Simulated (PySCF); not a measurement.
Unknown compound

Molecular formula: C6H9FSi. Simulated spectra:

¹H NMR (500 MHz, computed): δ 5.40 (m, 1H), 4.98 (m, 1H), 2.12 (s, 3H), 2.06 (m, 2H), 1.92 (m, 2H).

¹³C{¹H} NMR (computed): δ 116.1 (C), 90.4 (CH), 84.0 (C), 27.9 (CH2), 6.0 (CH3).

No solvent, one averaged value for each set of equivalent atoms, non-relativistic Hamiltonian, a single conformation. NMR shieldings at PBE0/pcSseg-1/GIAO; GFN2-xTB geometry; PySCF 2.14.0 with density-fitted response routines.

δ = σ(ref) − σ, references computed at the same level: ¹H, ¹³C against TMS.

**Question.** Which candidate is it?
A. CC#C[C@H]1C[Si@H](F)C1
B. CC#C[Si@H]1C[C@H](F)C1
C. CC#C[C@@]1([SiH3])C[C@H]1F

**Answer.** B. 

1. The formula gives 3 degrees of unsaturation (1 ring in the answer).
2. 5 carbon signals for 6 carbons: some carbons are equivalent by symmetry or fast rotation.
3. Carbon types of the structure: 2 × C, 1 × CH, 2 × CH2, 1 × CH3, leaving 1 H on heteroatoms.
4. δC 116.1, 84.0: alkyne carbon.
5. δC 90.4: sp3 CH bonded to F; the inductive effect lowers its shielding.
6. δC 6.0: propargylic methyl carbon; saturated and bonded to C and H only.
7. δH 5.40: hydrogen on an sp3 CH bonded to F; its carbon carries F, which withdraws density.
8. δH 4.98: hydrogen on a silicon bonded to 3 C, in a 4-membered ring.

The others: CC#C[C@@]1([SiH3])C[C@H]1F would give 6 carbon signals, not 5; CC#C[C@H]1C[Si@H](F)C1 has carbons computed at 92.7, 84.8, 34.5, 20.4, 4.9.

Splittings by ¹⁹F in the carbon and heteronuclear signals aren't shown, as no couplings were computed. Shifts are as computed. Against solution values, carbons near 30 ppm lie about +3 ppm off and those near 130 ppm about +5 ppm. Of 1309 compounds with measured shifts, 239 miss one by over three times the rms of a fit or turn the order of signals round; such compounds aren't used in these exercises. No couplings were computed; multiplicities are counted from neighbouring protons, with m where these are inequivalent, close in shift, in a saturated or five-membered ring or joined by F or P, and br s for small geminal =CH2 splittings.
